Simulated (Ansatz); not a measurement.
The same path of CH4BF + H2S (10 atoms, charge 0, multiplicity 1) was run twice with different band settings. Lost on the way: B1–F2, S8–H10. Made: B1–S8, F2–H10.

The calculation used RHF/def2-SVP in Ansatz 0.2.0.

Relaxed end points:

```xyz
10
Properties=species:S:1:pos:R:3
B 0.115 -0.413 -0.098
F 0.124 -0.794 1.170
C 1.468 -0.217 -0.872
H 1.618 -1.086 -1.524
H 1.429 0.659 -1.522
H 2.331 -0.141 -0.209
H -0.963 -0.312 -0.616
S -0.183 2.788 1.281
H 1.043 2.765 1.809
H -0.708 2.008 2.228
```

```xyz
10
Properties=species:S:1:pos:R:3
B 0.127 0.809 -0.408
F -0.482 -0.677 2.400
C 1.477 0.120 -0.820
H 1.461 -0.908 -0.443
H 1.543 0.046 -1.909
H 2.378 0.608 -0.447
H -0.927 0.432 -0.833
S -0.028 2.207 0.738
H 1.256 2.399 1.054
H -0.531 0.222 2.313
```

Common settings: spring 5.0 eV/Å²; optimiser quadratic models (default); start path through a guess of the saddle point; force threshold 0.05 eV/Å; iteration limit 60; end points relaxed.

| run | movable images | climbing image |
| --- | --- | --- |
| 1 | 7 | yes |
| 2 | 4 | no |

Question: What does each run give, and how far can it be trusted?

Answer: Run 1: converged after 23 iterations, highest image 2.003 eV above the first end. Neighbouring images differ by up to 1.3 eV, so the band resolves the path poorly. A vibrational analysis at the climbing image gives one clearly imaginary mode, 1597i cm⁻¹: a first-order saddle point.
Run 2: converged after 16 iterations, highest image 1.031 eV above the first end. No image climbed, so the highest image needn't sit at the top of the path. A band with more images between the same ends climbed to 2.00 eV, so this one has probably stepped over the top.
The orbitals stay closed-shell, which can raise the energy where a bond breaks towards radicals; this wasn't checked here.
